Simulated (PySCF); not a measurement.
PySCF input for C₄N₄O₄Si, SMILES O=C=N[Si](N=C=O)(N=C=O)N=C=O, KT2/pcSseg-1. The structure is a stationary point at B3LYP-D3(BJ)/def2-SVP. The isomer is the one that the SMILES or the coordinates give; other isomers of the formula were not compared. The values are those of a single conformer.

```python
import numpy as np
from pyscf import gto, scf, dft
from pyscf.prop.nmr import rks as nmr

mol = gto.M(
    atom='''
    O     2.34666932   -2.34666932   -2.34666933
    C     1.67259767   -1.67259767   -1.67259767
    N     0.97934114   -0.97934113   -0.97934113
    Si   -0.00000000    0.00000000   -0.00000000
    N    -0.97934113   -0.97934113    0.97934113
    C    -1.67259767   -1.67259767    1.67259768
    O    -2.34666933   -2.34666932    2.34666933
    N    -0.97934113    0.97934113   -0.97934113
    C    -1.67259767    1.67259767   -1.67259767
    O    -2.34666933    2.34666933   -2.34666933
    N     0.97934113    0.97934113    0.97934113
    C     1.67259767    1.67259768    1.67259768
    O     2.34666932    2.34666932    2.34666932
    ''',
    basis='pcSseg-1',
    charge=0,
    spin=0,
    max_memory=1600,
    verbose=3,
)
mf = dft.RKS(mol, xc='kt2').density_fit(auxbasis='def2-universal-jkfit')
mf.grids.level = 3
mf.conv_tol = 1e-10
mf.max_cycle = 100
mf.kernel()
n = nmr.NMR(mf)
n.verbose = 2
n.max_cycle_cphf = 60
sigma = n.kernel()
print('atom   isotropic/ppm   span/ppm')
for i, s in enumerate(sigma):
    w = np.linalg.eigvalsh((s + s.T) / 2)
    print(f'{mol.atom_symbol(i):2s}{i + 1:3d} {w.mean():14.3f} {w[2] - w[0]:11.3f}')
```

Output:

```
converged SCF energy = -975.098705597411
atom   isotropic/ppm   span/ppm
O   1        190.685     275.942
C   2         70.023     308.490
N   3        211.179     180.678
Si  4        514.829       0.000
N   5        211.179     180.679
C   6         70.023     308.490
O   7        190.685     275.943
N   8        211.179     180.678
C   9         70.023     308.490
O  10        190.685     275.942
N  11        211.179     180.679
C  12         70.023     308.491
O  13        190.684     275.944
```

Self-consistency was reached.
